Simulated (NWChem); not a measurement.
All runs are NWChem calculations. System: C4H4N, charge 0, spin multiplicity 2, at a geometry optimised with UPBE/def2-SVP. The structure started from a generated list of species. Its SCF solution wasn't tested for a lower state. Level: G0W0@ULDA (SVWN5)/def2-TZVP, RI basis def2-tzvp-rifit.

Output (cleaned and shortened):

```
             Northwest Computational Chemistry Package (NWChem) 7.3.0
             --------------------------------------------------------

                                NWChem Input Module
                                -------------------

 Scaling coordinates for geometry "geometry" by  1.889725989
 (inverse scale =  0.529177249)

 Turning off AUTOSYM since
 SYMMETRY directive was detected!

                             Geometry "geometry" -> ""
                             -------------------------

 Output coordinates in angstroms (scale by  1.889725989 to convert to a.u.)

  No.       Tag          Charge          X              Y              Z
 ---- ---------------- ---------- -------------- -------------- --------------
    1 C                    6.0000    -0.45119900     1.16775700     0.00000000
    2 C                    6.0000     0.88931500     0.83525100     0.00000000
    3 N                    7.0000     0.91958200    -0.55031100     0.00000000
    4 C                    6.0000    -0.36043400    -1.05739600     0.00000000
    5 C                    6.0000    -1.26291900     0.01064200     0.00000000
    6 H                    1.0000     1.80429100     1.43609500     0.00000000
    7 H                    1.0000     1.76780200    -1.11683200     0.00000000
    8 H                    1.0000    -0.54200800    -2.13866200     0.00000000
    9 H                    1.0000    -2.35573700    -0.06594900     0.00000000

 Effective nuclear repulsion energy (a.u.)     151.4518758144

            Nuclear Dipole moment (a.u.)
            ----------------------------
        X                 Y               Z
 ---------------- ---------------- ----------------
     0.0000000000    -0.0000018897     0.0000000000

      Symmetry information
      --------------------

 Group name             Cs
 Group number              2
 Group order               2
 No. of unique centers     9

      Symmetry unique atoms

     1    2    3    4    5    6    7    8    9


 Summary of "ao basis" -> "" (spherical)
 ------------------------------------------------------------------------------
       Tag                 Description            Shells   Functions and Types
 ---------------- ------------------------------  ------  ---------------------
 *                         def2-tzvp                  on all atoms

 new library libraries.bse/

 Summary of "ri basis" -> "" (spherical)
 ------------------------------------------------------------------------------
       Tag                 Description            Shells   Functions and Types
 ---------------- ------------------------------  ------  ---------------------
 *                      def2-tzvp-rifit               on all atoms

                                 NWChem DFT Module
                                 -----------------

 Summary of "ao basis" -> "ao basis" (spherical)
 ------------------------------------------------------------------------------
       Tag                 Description            Shells   Functions and Types
 ---------------- ------------------------------  ------  ---------------------
 C                         def2-tzvp                11       31   5s3p2d1f
 N                         def2-tzvp                11       31   5s3p2d1f
 H                         def2-tzvp                 4        6   3s1p

 Summary of "ao basis" -> "ao basis" (spherical)
 ------------------------------------------------------------------------------
       Tag                 Description            Shells   Functions and Types
 ---------------- ------------------------------  ------  ---------------------
 C                         def2-tzvp                11       31   5s3p2d1f
 N                         def2-tzvp                11       31   5s3p2d1f
 H                         def2-tzvp                 4        6   3s1p

      Symmetry analysis of basis
      --------------------------

        a'        125
        a"         54

            General Information
            -------------------
          SCF calculation type: DFT
          Wavefunction type:  spin polarized.
          No. of atoms     :     9
          No. of electrons :    35
           Alpha electrons :    18
[...]
 overlap   0.998  1.000  0.998  0.959  0.958  0.983  0.982  0.999  0.981  0.991

   alpha     51     52     53     54     55     56     57     58     59     60
    beta     51     52     53     54     55     56     57     58     59     60
 overlap   0.996  1.000  0.999  0.999  0.998  0.999  0.997  0.995  0.995  0.987

   alpha     61     62     63     64     65     66     67     68     69     70
    beta     61     62     63     64     65     67     66     68     69     70
 overlap   0.989  0.995  0.988  0.999  0.994  0.908  0.997  0.931  0.999  0.970

   alpha     71     72     73     74     75     76     77     78     79     80
    beta     71     72     73     74     75     76     77     78     79     80
 overlap   1.000  0.995  0.972  0.971  0.996  0.895  0.899  0.982  0.984  0.997

   alpha     81     82     83     84     85     86     87     88     89     90
    beta     81     83     82     84     85     86     87     88     89     91
 overlap   0.996  0.995  0.986  0.985  0.998  0.999  0.999  0.999  0.999  1.000

   alpha     91     92     93     94     95     96     97     98     99    100
    beta     90     92     93     94     95     96     97     98     99    100
 overlap   1.000  0.999  0.995  0.995  0.999  0.998  0.998  0.999  0.998  0.999

   alpha    101    102    103    104    105    106    107    108    109    110
    beta    101    102    103    104    105    106    107    108    109    110
 overlap   0.999  0.999  0.999  0.929  0.997  0.929  0.916  0.916  0.999  0.996

   alpha    111    112    113    114    115    116    117    118    119    120
    beta    111    112    113    114    115    116    117    118    119    121
 overlap   0.991  0.999  0.993  0.999  0.995  0.997  0.999  0.990  0.990  0.990

   alpha    121    122    123    124    125    126    127    128    129    130
    beta    120    122    123    124    125    126    127    129    128    131
 overlap   0.999  0.994  0.998  0.996  0.994  0.994  0.977  0.977  0.999  0.926

   alpha    131    132    133    134    135    136    137    138    139    140
    beta    130    132    133    135    134    136    137    138    139    140
 overlap   0.947  0.812  0.816  0.981  0.986  0.989  0.913  0.897  0.980  0.957

   alpha    141    142    143    144    145    146    147    148    149    150
    beta    141    142    143    144    145    146    147    148    149    150
 overlap   0.981  0.984  0.985  0.995  0.997  0.999  0.999  1.000  0.999  0.997

   alpha    151    152    153    154    155    156    157    158    159    160
    beta    151    152    153    154    155    156    158    157    159    160
 overlap   0.984  1.000  0.984  0.996  0.999  0.998  0.999  1.000  0.998  0.999

   alpha    161    162    163    164    165    166    167    168    169    170
    beta    161    162    163    164    165    166    167    168    169    170
 overlap   0.999  0.999  0.998  0.999  1.000  0.999  0.999  1.000  1.000  1.000

   alpha    171    172    173    174    175    176    177    178    179
    beta    171    172    173    174    175    176    177    178    179
 overlap   1.000  1.000  1.000  1.000  0.999  0.999  0.999  1.000  1.000

     --------------------------
     Expectation value of S2:
     --------------------------
      <S2> =      0.7558 (Exact =     0.7500)

 center of mass
 --------------
 x =  -0.01906623 y =   0.05348300 z =   0.00000000

 moments of inertia (a.u.)
 ------------------
         179.594034498048          -6.720953830009           0.000000000000
          -6.720953830009         202.787476549075           0.000000000000
           0.000000000000           0.000000000000         382.381511047123

     Multipole analysis of the density
     ---------------------------------

     L   x y z        total         alpha         beta         nuclear
     -   - - -        -----         -----         ----         -------
     0   0 0 0      0.000000    -18.000000    -17.000000     35.000000

     1   1 0 0      0.730277      0.910705     -0.180428      0.000000
     1   0 1 0     -0.764277     -1.684941      0.920666     -0.000002
     1   0 0 1     -0.000000     -0.000000     -0.000000      0.000000

     2   2 0 0    -17.522207    -71.395789    -69.182827    123.056410
     2   1 1 0     -0.138452     -1.785542     -5.103953      6.751043
     2   1 0 1      0.000000      0.000000      0.000000      0.000000
     2   0 2 0    -20.659963    -67.128349    -57.395317    103.863704
     2   0 1 1      0.000000      0.000000      0.000000      0.000000
     2   0 0 2    -24.963049    -12.828761    -12.134288      0.000000

 Task  times  cpu:      112.2s     wall:      112.2s

                                NWChem Input Module
                                -------------------

                                 NWChem GW Module
                                 ----------------

                             ***********************
                             ***        GW       ***
                             ***********************

 Summary of "ri basis" -> "ri basis" (spherical)
 ------------------------------------------------------------------------------
       Tag                 Description            Shells   Functions and Types
 ---------------- ------------------------------  ------  ---------------------
 C                      def2-tzvp-rifit             22       76   8s6p4d3f1g
 N                      def2-tzvp-rifit             22       76   8s6p4d3f1g
 H                      def2-tzvp-rifit              7       15   4s2p1d

                 Memory Information
                 ------------------
          Available GA per process is          1699.5 MBs
          Available stack per process is        700.0 MBs
          Available heap per process is           0.9 MBs

          Peak memory in Initialization
              Peak GA per process is                 25.4 MBs
              Peak stack per process is               0.4 MBs
              Peak heap per process is               25.6 MBs
              Memory not in MA per process            0.0 MBs

          Peak memory in CDGW Calculation
              Peak GA per process is                 28.2 MBs
              Peak stack per process is               3.0 MBs
              Peak heap per process is                5.0 MBs
              Memory not in MA per process            0.0 MBs

          Computing 2-center integrals
          Computing Inverse Cholesky factor
          Computing 3-center integrals
          Computing Vxc

          Computing Sigma_x
          Computing W(iw) on the imaginary grid
          Solving quasiparticle equations

                  Alpha Orbitals
          State     Energy (eV)     Error (eV)
          -----------------------------------
@GW        15        -12.683           0.005
@GW        16         -9.046           0.001
@GW        17         -9.116           0.003
@GW        18         -8.109           0.002
@GW        19          2.450           0.002
@GW        20          2.498           0.005

                   Beta Orbitals
          State     Energy (eV)     Error (eV)
          -----------------------------------
@GW        14        -13.476           0.002
@GW        15        -12.640           0.003
@GW        16         -8.769           0.002
@GW        17         -7.985           0.002
@GW        18         -1.133           0.002
@GW        19          2.499           0.002

     GW Timing Statistics
   ------------------------
   Init.   :          0.1s
     ERIs  :          2.2s
     Distr.:          0.0s
     Vxc   :          0.3s
   Vmo     :          0.0s
   iW      :          7.2s
   I_n     :          0.0s
   R_n     :          2.8s
   GW total:         12.6s

 Task  times  cpu:       12.6s     wall:       12.6s

 Total times  cpu:      124.8s     wall:      124.8s
```

**Question.** Write an NWChem input that would produce this output.

**Answer.** This is not unique; one that fits is 
```
start mol
memory heap 200 mb stack 700 mb global 1700 mb
geometry units angstroms nocenter noautoz
  C     -0.451199     1.167757     0.000000
  C      0.889315     0.835251     0.000000
  N      0.919582    -0.550311     0.000000
  C     -0.360434    -1.057396     0.000000
  C     -1.262919     0.010642     0.000000
  H      1.804291     1.436095     0.000000
  H      1.767802    -1.116832     0.000000
  H     -0.542008    -2.138662     0.000000
  H     -2.355737    -0.065949     0.000000
  symmetry group Cs
end
basis spherical
  * library def2-tzvp
end
basis "ri basis" bse spherical
  * library def2-tzvp-rifit
end
dft
  xc slater vwn_5
  odft
  mult 2
  iterations 100
  direct
  tolerances tight
end
task dft energy
gw
  method cdgw
  states alpha occ 4 vir 2
  states beta occ 4 vir 2
end
task dft gw
```
